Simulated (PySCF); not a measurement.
A structure optimised at PBE0-D3(BJ)/def2-SVP (Å):
```
atom  x, y, z in Å
C1     0.817    0.212    0.161
C2    -0.603   -0.207   -0.134
Cl3   -0.678   -1.069   -1.686
Cl4   -1.207   -1.269    1.157
Br5   -1.749    1.375   -0.236
H6     0.855    0.746    1.120
H7     1.182    0.870   -0.640
H8     1.451   -0.684    0.215
```

Charge 0, singlet.

Q: Which heavy atoms are bonded, and with what formal order?

A: C1–C2 1.51 Å (single); C2–Cl3 1.78 Å (single); C2–Cl4 1.78 Å (single); C2–Br5 1.96 Å (single). Bonds to hydrogen (Å): C1–H6 1.10; C1–H7 1.10; C1–H8 1.10.

Q: Give the structure as a SMILES string.

A: `CC(Cl)(Cl)Br`, C2H3BrCl2. Among its features: C–Cl bond and C–Br bond.

Q: Name the point group.

A: Cs (tolerance 0.08 Å).

Q: Describe the place of each heavy atom.

A: C1: methyl carbon; C2: CCl2 carbon; Cl3/Cl4: alkyl chlorine; Br5: alkyl bromine.

Q: What is the arrangement about C2?

A: It has 4 neighbours (C1, Cl3, Cl4, Br5) and is tetrahedral (angles from 108.8° to 110.2°).

Q: What is the arrangement about C1?

A: It has 4 neighbours (C2, H6, H7, H8) and is tetrahedral (angles from 109.0° to 109.7°).

All values are computed, not measured.
